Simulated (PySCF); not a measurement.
# Adding and removing an electron: PbN

ROHF-SCS-MP2; basis Pb aug-cc-pVDZ-PP with ECP60, N aug-cc-pVDZ; scalar-relativistic core potentials; PySCF 2.14. Neutral (ROHF): doublet (π ↑), Re = 2.098 Å, ωe = 581 cm⁻¹, De = 1.91 eV.

PbN⁺ (ROHF): triplet (π ↑↑), Re = 2.244 Å, ωe = 493 cm⁻¹. The energies at the minima are -246.42311 hartree for PbN and -246.13738 for PbN⁺.

(1) Work out the adiabatic ionisation energy, without and with harmonic zero-point energies (1 hartree = 27.2114 eV, 1 eV = 8065.5 cm⁻¹), and the change of the bond length.

Correlated steps freeze 5 core orbitals. Correlated levels converge slowly with the basis: in double zeta they bind strong bonds too weakly, by up to about 1 eV, and carry superposition errors of some tenths. Spin–orbit coupling is left out, which matters for elements this heavy, above all for dissociation energies. States were picked by a PBE0 search and need not be the measured ground states.

Results:

(1) At ROHF-SCS-MP2: 0.28573 hartree = 7.775 eV between the minima; the zero-point term (493.0 − 581.0)/2 cm⁻¹ = -0.005 eV makes it 7.770 eV. Re changes by +14.6 pm against the neutral. The electron leaves a π orbital, and the longer bond of the ion fits a bonding orbital, or a change in how ionic the bond is.
